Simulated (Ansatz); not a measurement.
System: AsH5 (charge 0, singlet). 
Coordinates optimised at B3LYP-D3(BJ)/def2-TZVP (Ansatz, an electronic-structure program):
SMILES: [AsH5]
```xyz
6

As     0.0000     0.0000     0.0000
H      0.0069    -0.0006     1.6054
H     -0.0069     0.0006    -1.6054
H      1.5317     0.0008    -0.0066
H     -0.7666     1.3261     0.0038
H     -0.7651    -1.3269     0.0028
```
Charge 0, spin multiplicity 1.

Property: vertical ionisation energy (to the doublet state of charge +1; each state is the SCF solution reached for its spin; the molecule has degenerate orbitals, so one determinant may break the symmetry), in eV. Valence correlation only, unless marked. UHF or UKS for open shells. No spin-orbit coupling. The frozen core is the preceding noble-gas configuration, with the filled d and f shells of earlier blocks. No relativistic terms. CBS(X,Y): correlation extrapolated as X^-3; Hartree-Fock from the larger set. [CCSD(T)-MP2]/basis is that difference in the basis named.

| level | program | vertical ionisation energy (eV) |
|---|---|---|
| CCSD/aug-cc-pVDZ | Ansatz | ___ |
| CCSD/aug-cc-pVTZ | Ansatz | ___ |
| RI-MP2/CBS(aug-cc-pVTZ,aug-cc-pVQZ)+[CCSD(T)-MP2]/aug-cc-pVTZ | Ansatz | 8.61 |

Question: Complete the blanks.

Answer: 
- CCSD/aug-cc-pVDZ, vertical ionisation energy (eV): 8.41
- CCSD/aug-cc-pVTZ, vertical ionisation energy (eV): 8.55
